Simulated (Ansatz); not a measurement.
`[SiH3][NH][GeH3]` + `C=N` → `C=[N][GeH3]` + `N[SiH3]` at 500 K and 1 bar (ligand exchange at a Ge–N bond).

Computed with Ansatz on PBE0-D4/def2-TZVP structures; ΔE is electronic, products minus reactants. CCSD(T)/CBS adds triple-zeta CCSD(T) − MP2 to the extrapolated MP2 energy (def2 sets, frozen cores). This one scheme is used for every species. For Ge outer-core shells are correlated without core-valence functions, which leaves a few kJ/mol of doubt a bond. Scalar relativity is left out up to krypton.

```json
{"species": "`[SiH3][NH][GeH3]`", "CCSD(T)/CBS energy (Eh)": "-2424.11992", "H − E (kJ/mol)": "212.4", "S (J/(mol·K))": "403.9"}
{"species": "`C=N`", "CCSD(T)/CBS energy (Eh)": "-94.52360", "H − E (kJ/mol)": "124.2", "S (J/(mol·K))": "249.5"}
{"species": "`C=[N][GeH3]`", "CCSD(T)/CBS energy (Eh)": "-2171.83462", "H − E (kJ/mol)": "173.7", "S (J/(mol·K))": "340.6"}
{"species": "`N[SiH3]`", "CCSD(T)/CBS energy (Eh)": "-346.80422", "H − E (kJ/mol)": "161.3", "S (J/(mol·K))": "303.9"}
```

H − E and S are ideal-gas, rigid-rotor, harmonic terms from PBE0-D4/def2-TZVP, for one conformer and one mirror image of each species. 1 Eh = 2625.50 kJ/mol, R = 8.31446 J/(mol·K).

Task: By hand: ΔE, ΔH, ΔS and ΔG.

Result: ΔE = (-2171.83462) + (-346.80422) − (-2424.11992) − (-94.52360) = 0.00468 Eh = 12.3 kJ/mol. Δ(H − E) = 173.7 + 161.3 − 212.4 − 124.2 = -1.6, so ΔH = 10.7 kJ/mol. ΔS = 340.6 + 303.9 − 403.9 − 249.5 = -8.9 J/(mol·K). ΔG = 10.7 − 500 × (-8.9)/1000 = 15.1 kJ/mol.

Task: By hand: the equilibrium constant, and the temperature at which ΔG would vanish if ΔH and ΔS stayed fixed.

Result: log₁₀ K = −ΔG/(RT ln 10) = -1.6. ΔH and −TΔS have one sign here, so there is no such temperature.

TΔS isn't small against ΔH here. A doubt of 5 kJ/mol in ΔE shifts log₁₀ K by 0.5 here. Other conformers and mirror images would add mixing entropy, several J/(mol·K) or more a flexible species. Modes under 60 cm⁻¹, often nearly free rotors, make the harmonic entropy too high. These are equilibria of isolated gas molecules and say nothing of rates. Largest T1 diagnostic: 0.013 (customary marks: 0.02 for closed shells, 0.045 for open ones).

ΔS is within the doubt of such terms, so its sign, and with it that verdict, could turn.
